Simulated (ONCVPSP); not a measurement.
## Transferability test, ONCV potential for beryllium (Be)

```
Element                 : Be
Generator               : ONCVPSP 4.0.1
Type                    : optimised norm-conserving Vanderbilt (ONCV)
Functional              : PBE
Relativity              : scalar-relativistic
Frozen core             : none
Valence charge          : 4
Reference configuration : 1s2 2s1 (charge +1)
Partial waves           : 1s+2s: rc 0.85 bohr, ncon 3, nbas 7, qcut 13.3 1/bohr, 2 projectors; p scattering state at 0.04 Ha: rc 0.90 bohr, ncon 4, nbas 7, qcut 8.1 1/bohr, 2 projectors, debl 2.3 Ha
Local potential         : polynomial inside 0.60 bohr (lpopt 5, dvloc0 6 Ha)
Core correction         : none
```

Energies are relative to the spin-unpolarised reference configuration 1s2 2s1; without spin polarisation the order of configurations can differ from experiment.

| valence configuration | charge | ΔE all-electron (eV) | error AE − PS (meV) |
| --- | --- | --- | --- |
| 1s2 2s2 | 0 | -9.551 | +0.5 |
| 1s2 2s0 | +2 | 17.948 | +2.0 |
| 1s2 2s1.5 | +0.5 | -5.790 | +0.2 |
| 1s2 2s0 2p1 | +1 | 3.909 | +1.8 |

Levels in the configuration 1s2 2s1.5:

```tsv
level	all-electron (eV)	pseudo (eV)
1s	-111.593	-111.625
2s	-9.498	-9.499
```
